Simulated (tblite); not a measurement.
Species: C5H9NS.
Z-matrix (Å and degrees, GFN2-xTB geometry), rows numbered from 1:
```
N 
C   1  1.4164
C   2  1.5597  1  130.22
C   3  1.5325  2   73.17  1   179.81
S   4  1.7993  3  125.10  2  -179.97
C   4  1.5393  3   88.46  2    44.08
C   4  1.5392  3   88.42  2   -44.10
H   1  1.0138  2  111.29  3    61.55
H   1  1.0139  2  111.14  3   -60.23
H   3  1.0876  2  117.36  1    68.23
H   3  1.0875  2  117.28  1   -68.42
H   5  1.3309  4   94.76  3   179.90
H   6  1.0872  2  117.06  1    71.09
H   6  1.0871  2  116.86  1   -64.58
H   7  1.0870  2  117.01  1   -70.92
H   7  1.0868  2  116.80  1    64.76
```

Computed with GFN2-xTB (tblite): harmonic, unscaled wavenumbers at the GFN2-xTB geometry, gas phase. The method is semi-empirical: single wavenumbers can be off by several per cent or more. Modes of hydrogen on sulfur can be 10 to 20 % off. One conformer, not necessarily the lowest.

Harmonic wavenumbers (cm⁻¹): 137.5, 188.8, 191.8, 225.5, 372.1, 375.7, 430.5, 548.4, 550.1, 690.2, 794.1, 837.6, 852.0, 889.8, 924.8, 934.3, 964.1, 1020.9, 1048.3, 1057.8, 1064.7, 1099.9, 1122.1, 1137.0, 1141.5, 1169.9, 1220.5, 1239.2, 1368.5, 1486.7, 1487.1, 1531.7, 1533.0, 2434.7, 3003.5, 3010.6, 3014.2, 3015.1, 3016.7, 3018.7, 3390.2, 3423.7.

A = 6012, B = 1349, C = 1346 MHz; mass 115.046 u (most abundant isotopes); point group Cs, symmetry number 1.

Q: Zero-point energy?

A: Half the sum of the wavenumbers: 28482 cm⁻¹ = 340.72 kJ/mol.

Q: Give the ideal-gas entropy at 298.15 K and 1 bar in the rigid-rotor, harmonic-oscillator model (classical rotation).

A: Translation 168.04, rotation 116.23, vibration 64.35: S = 348.6 J/(mol K).

Q: And Cp and H(298.15 K) − H(0)?

A: Cp = 125.49 J/(mol K), of which vibrations give 92.23 (their classical limit is 42 R = 349.2); H(298.15 K) − H(0) = 21.69 kJ/mol without the zero-point energy, 11.78 from vibrations.

Q: How do the functions run with temperature in this model?

A: 
```tsv
T (K)	S (J/(mol K))	Cp (J/(mol K))	H − H(0) (kJ/mol)	G − H(0) (kJ/mol)	ln q(vib)
50	226.2	38.5	1.72	-9.59	0.03
100	258.2	55.6	4.07	-21.75	0.33
373.15	379.9	154.3	32.20	-109.57	4.23
500	431.1	195.8	54.51	-161.04	6.48
750	521.9	251.5	111.00	-280.46	11.10
1000	599.5	286.7	178.57	-420.89	15.59
```

q(vib) and H(0) count from the zero-point level.

Q: Which modes carry the vibrational entropy at 298.15 K?

A: 137.5 cm⁻¹: 11.88; 188.8 cm⁻¹: 9.37; 191.8 cm⁻¹: 9.25; 225.5 cm⁻¹: 8.01; 372.1 cm⁻¹: 4.48; 375.7 cm⁻¹: 4.42 J/(mol K); the other 36 give 16.94 together.

Q: What must be added to the electronic energy to get the Gibbs energy at 298.15 K and 1 bar?

A: ZPE + [H(298.15 K) − H(0)] − T·S = 340.72 + 21.69 − 103.94 = 258.47 kJ/mol.

Q: Blend soft modes into free rotors: weight 1/[1 + (100 cm⁻¹/ν̃)⁴] for the oscillator and the rest for a rotor with moment μB/(μ + B), μ = h/(8π²ν), B = 10⁻⁴⁴ kg m². What vibrational entropy results?

A: 64.12 J/(mol K) in place of 64.35, which changes −T·S at 298.15 K by +0.07 kJ/mol.

Hindered rotation and anharmonicity are outside this model. Other conformers, if any are populated, would add a mixing term that is left out.
